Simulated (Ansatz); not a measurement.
Program: Ansatz. Geometries: PBE0-D4/def2-TZVP. ΔE: electronic, gas phase. CBS: MP2 limit from def2 TZ/QZ plus the TZ coupled-cluster correction, frozen cores. This one scheme is used for every species.

Reaction (hydrogenolysis of a C–Cl bond): `ClC1C[SiH2]O1` + H₂ → `C1C[SiH2]O1` + HCl

```json
{"species": "`ClC1C[SiH2]O1`", "MP2/def2-TZVPP energy (Eh)": "-902.91958"}
{"species": "H₂", "MP2/def2-TZVPP energy (Eh)": "-1.16460"}
{"species": "`C1C[SiH2]O1`", "MP2/def2-TZVPP energy (Eh)": "-443.80370"}
{"species": "HCl", "MP2/def2-TZVPP energy (Eh)": "-460.30264"}
```

Question: Work out ΔE.

Answer: ΔE = (-443.80370) + (-460.30264) − (-902.91958) − (-1.16460) = -0.02216 Eh = -58.2 kJ/mol. CCSD(T)/CBS gives -61.0 kJ/mol.

Largest T1 diagnostic among the species: 0.012.

From r2SCAN to r2SCAN0 (25 % exact exchange), in def2-TZVPP and without D4, ΔE moves by −6.9 kJ/mol. At CCSD(T), def2-SVP lies −6.9 kJ/mol from the extrapolated value and def2-TZVPP −3.1 kJ/mol.
